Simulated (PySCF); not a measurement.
PySCF input (PBE/6-311++G(3df,3pd)):

```python
import numpy as np, basis_set_exchange as bse
from pyscf import gto, scf, dft, df
from pyscf.prop.nmr import rks as nmr

basis = {'H': gto.basis.parse(bse.get_basis('6-311++G(3df,3pd)', elements=['H'], fmt='nwchem')), 'P': gto.basis.parse(bse.get_basis('6-311++G(3df,3pd)', elements=['P'], fmt='nwchem'))}
mol = gto.M(
    atom='''
    P    -1.02027206   -0.47127800   -0.05348212
    P     1.02027508    0.47110689    0.05491295
    H    -1.51764144    0.25666815    1.06041507
    H    -1.51478581    0.48948324   -0.97567300
    H     1.52191029   -0.49872576    0.96366793
    H     1.51047169   -0.24485897   -1.06987245
    ''',
    basis=basis,
    charge=0,
    verbose=4,
    max_memory=8640,
)
mf = dft.RKS(mol, xc='pbe')
mf.grids.level = 3
mf.conv_tol = 1e-9
mf.max_cycle = 100
print('smallest overlap eigenvalue', np.linalg.eigvalsh(mol.intor('int1e_ovlp'))[0])
mf.kernel()
dip = mf.dip_moment()
n = nmr.NMR(mf)
n.verbose = 2
n.max_cycle_cphf = 60
sigma = n.kernel()
for i, x in enumerate(sigma):
    print(mol.atom_symbol(i), i + 1, round(x.trace() / 3, 3))
```

Output:

```
PySCF version 2.14.0

[INPUT] verbose = 4
[INPUT] num. atoms = 6
[INPUT] num. electrons = 34
[INPUT] charge = 0
[INPUT] spin (= nelec alpha-beta = 2S) = 0
[INPUT] symmetry False subgroup None
[INPUT] Mole.unit = angstrom
[INPUT] Symbol           X                Y                Z      unit          X                Y                Z       unit  Magmom
[INPUT]  1 P     -1.020272060000  -0.471278000000  -0.053482120000 AA   -1.928034765946  -0.890586348533  -0.101066559361 Bohr   0.0
[INPUT]  2 P      1.020275080000   0.471106890000   0.054912950000 AA    1.928040472919   0.890262997496   0.103770436192 Bohr   0.0
[INPUT]  3 H     -1.517641440000   0.256668150000   1.060415070000 AA   -2.867926676891   0.485032508399   2.003894060661 Bohr   0.0
[INPUT]  4 H     -1.514785810000   0.489483240000  -0.975673000000 AA   -2.862530318277   0.924989266165  -1.843754757133 Bohr   0.0
[INPUT]  5 H      1.521910290000  -0.498725760000   0.963667930000 AA    2.875993634257  -0.942455097666   1.821068462727 Bohr   0.0
[INPUT]  6 H      1.510471690000  -0.244858970000  -1.069872450000 AA    2.854377813009  -0.462716392443  -2.021765918717 Bohr   0.0

nuclear repulsion = 87.9992828844286
number of shells = 66
number of NR pGTOs = 212
number of NR cGTOs = 166
basis = {'H': [[0, [33.865, 0.0254938], [5.09479, 0.190373], [1.15879, 0.852161]], [0, [0.32584, 1.0]], [0, [0.102741, 1.0]], [0, [0.036, 1.0]], [1, [3.0, 1.0]], [1, [0.75, 1.0]], [1, [0.1875, 1.0]], [2, [1.0, 1.0]]], 'P': [[0, [77492.4, 0.000781], [11605.8, 0.006068], [2645.96, 0.03116], [754.976, 0.123431], [248.755, 0.378209], [91.1565, 0.563262]], [0, [91.1565, 0.160255], [36.2257, 0.627647], [15.2113, 0.263849]], [0, [4.79417, 1.0]], [0, [1.80793, 1.0]], [0, [0.356816, 1.0]], [0, [0.114783, 1.0]], [0, [0.0348, 1.0]], [1, [384.843, 0.009206], [90.5521, 0.069874], [29.1339, 0.29247], [10.8862, 0.728103]], [1, [4.35259, 0.628349], [1.77706, 0.428044]], [1, [0.697005, 1.0]], [1, [0.253532, 1.0]], [1, [0.068493, 1.0]], [1, [0.0348, 1.0]], [2, [2.2, 1.0]], [2, [0.55, 1.0]], [2, [0.1375, 1.0]], [3, [0.45, 1.0]]]}
ecp = {}
smallest overlap eigenvalue 0.00019803156871140145

******** <class 'pyscf.dft.rks.RKS'> ********
method = RKS
initial guess = minao
damping factor = 0
level_shift factor = 0
DIIS = <class 'pyscf.scf.diis.CDIIS'>
diis_start_cycle = 1
diis_space = 8
diis_damp = 0
SCF conv_tol = 1e-09
SCF conv_tol_grad = None
SCF max_cycles = 100
direct_scf = True
direct_scf_tol = 1e-13
XC library pyscf.dft.libxc version 7.1.2
    S. Lehtola, C. Steigemann, M. J. T. Oliveira, and M. A. L. Marques,  SoftwareX 7, 1–5 (2018)
XC functionals = pbe
    J. P. Perdew, K. Burke, and M. Ernzerhof,  Phys. Rev. Lett. 77, 3865 (1996)
    J. P. Perdew, K. Burke, and M. Ernzerhof,  Phys. Rev. Lett. 78, 1396 (1997)
    J. P. Perdew, K. Burke, and M. Ernzerhof,  Phys. Rev. Lett. 77, 3865 (1996)
    J. P. Perdew, K. Burke, and M. Ernzerhof,  Phys. Rev. Lett. 78, 1396 (1997)
radial grids:
    Treutler-Ahlrichs [JCP 102, 346 (1995); DOI:10.1063/1.469408] (M4) radial grids

becke partition: Becke, JCP 88, 2547 (1988); DOI:10.1063/1.454033
pruning grids: <function nwchem_prune>
grids dens level: 3
symmetrized grids: False
atomic radii adjust function: <function treutler_atomic_radii_adjust>
small_rho_cutoff = 0
Set gradient conv threshold to 3.16228e-05
Initial guess from minao.
tot grids = 77592
init E= -684.66147199187
  HOMO = -0.254387905768139  LUMO = -0.0769764484736657  gap/eV = 4.82761
cycle= 1 E= -684.791482469825  delta_E= -0.13  |g|= 0.239  |ddm|= 1.62
  HOMO = -0.194286190267557  LUMO = -0.0314341429425701  gap/eV = 4.43143
cycle= 2 E= -684.793667889106  delta_E= -0.00219  |g|= 0.122  |ddm|= 0.492
  HOMO = -0.223838515890102  LUMO = -0.0553817425223839  gap/eV = 4.58394
cycle= 3 E= -684.797059659199  delta_E= -0.00339  |g|= 0.0834  |ddm|= 0.281
  HOMO = -0.21680588450949  LUMO = -0.0490973351038008  gap/eV = 4.56358
cycle= 4 E= -684.798928715423  delta_E= -0.00187  |g|= 0.008  |ddm|= 0.0897
  HOMO = -0.216337928790024  LUMO = -0.0485769615102591  gap/eV = 4.56501
cycle= 5 E= -684.798943822571  delta_E= -1.51e-05  |g|= 0.00265  |ddm|= 0.00984
  HOMO = -0.216453648392889  LUMO = -0.0486790006699334  gap/eV = 4.56538
cycle= 6 E= -684.798945366887  delta_E= -1.54e-06  |g|= 0.000233  |ddm|= 0.00242
  HOMO = -0.216424140856373  LUMO = -0.0486663253539563  gap/eV = 4.56492
cycle= 7 E= -684.79894538118  delta_E= -1.43e-08  |g|= 3.28e-05  |ddm|= 0.000318
  HOMO = -0.216423551817409  LUMO = -0.0486660389861913  gap/eV = 4.56491
cycle= 8 E= -684.798945381491  delta_E= -3.1e-10  |g|= 1.26e-05  |ddm|= 4.27e-05
  HOMO = -0.216424188121005  LUMO = -0.0486665199426747  gap/eV = 4.56492
Extra cycle  E= -684.798945381405  delta_E= 8.5e-11  |g|= 2.01e-05  |ddm|= 3.26e-05
converged SCF energy = -684.798945381405
Dipole moment(X, Y, Z, Debye): -0.00001,  0.00073, -0.00606
P 1 510.417
P 2 510.417
H 3 28.832
H 4 28.829
H 5 28.832
H 6 28.829
```
